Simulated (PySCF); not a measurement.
Some computed properties have been withheld. Give your best values.

Compound: C6H7F2 (charge +1).
InChI=1S/C6H7F2/c7-6(8)5-3-1-2-4-5/h1,3,6H,2,4H2/q+1

Conformer (atom-mapped SMILES and torsion angles): `[F:1][CH:2]([F:3])[C:4]1=[CH:5][CH+:6][CH2:7][CH2:8]1`: F1–C2–C4–C5 -148°.

```csv
property,level,value
"rotational constants A, B, C",PBE0-D3(BJ)/def2-SVP,"4.323, 1.465, 1.138 GHz"
HOMO energy,B3LYP/def2-SVPD,-14.30 eV
LUMO energy,B3LYP/def2-SVPD,?
lowest singlet excitation,TDDFT B3LYP/def2-SVPD,"4.25 eV (292 nm, f = 0.016)"
strongest line among the 10 lowest singlet transitions,TDDFT B3LYP/def2-SVPD,"S2 at 5.16 eV (240 nm, f = 0.235)"
lowest triplet excitation (Tamm–Dancoff),TDA B3LYP/def2-SVPD,3.10 eV
static isotropic polarisability,B3LYP/def2-SVPD,?
vertical ionisation energy,ΔSCF B3LYP/def2-SVPD,16.45 eV
vertical electron affinity,ΔSCF B3LYP/def2-SVPD,7.05 eV
electronic spatial extent ⟨r²⟩ about the centre of nuclear charge,B3LYP/def2-SVPD,958 bohr²
13C chemical shifts (computed TMS as zero) by class,GIAO PBE0/pcSseg-1,?
1H chemical shifts (computed TMS as zero) by class,GIAO PBE0/pcSseg-1,"10.83 (1 H), 8.61 (1 H), 6.95 (1 H), 4.30 (2 H), 4.24 (2 H) ppm"
"isotropic shieldings of nuclei other than C and H, by class",GIAO PBE0/pcSseg-1,315 (2 F) ppm
largest of the computed one-bond spin–spin couplings (means over like bonds),"B3LYP/pcJ-1, spin–dipole term left out for some pairs","19F–13C -320.3 (×2), 13C–1H +199.9, 13C–1H +187.9, 13C–1H +185.7, 13C–1H +142.5 (×2), 13C–1H +141.7 (×2), 13C–13C +53.6, 13C–13C +53.4 Hz"
```

The electronic properties come from PySCF, for the isolated species, density fitting. Geometry: PBE0-D3(BJ)/def2-SVP, one conformer, isolated ion. NMR classes are plain means over equivalent atoms (diastereotopic ones count apart unless rotation or inversion swaps them), as if these changed places fast; in this geometry the members of some classes differ.

(1) The 13C chemical shifts (computed TMS as zero) by class?

(2) Give the static isotropic polarisability.

(3) What is the LUMO energy?

Answers

(1) 258.8 (1 C), 247.7 (1 C), 151.8 (1 C), 114.7 (1 C), 54.7 (1 C), 51.8 (1 C) ppm.

(2) 66.5 au.

(3) -9.15 eV.

The principal polarisabilities are 46.8, 68.3 and 84.4 au; their mean is the isotropic value. The ΔSCF ionisation energy exceeds −ε(HOMO) by 2.15 eV with B3LYP. The polarisability is 9.85 Å³ as a volume (1 au = 0.148185 Å³), or 1.11 au for each of the 60 electrons. The vertical singlet–triplet gap S1 − T1 is 1.15 eV (TDDFT singlet less Tamm–Dancoff triplet; S1: HOMO→LUMO, weight 0.50, beside HOMO−1→LUMO, weight 0.48; T1: HOMO→LUMO, weight 0.69). The rotational constants make it an asymmetric top with κ = (2B − A − C)/(A − C) = -0.79, nearer the prolate limit (−1). No computed singlet falls in the visible range (750 to 380 nm, 1.65 to 3.26 eV); S1 lies 0.99 eV above its blue end.
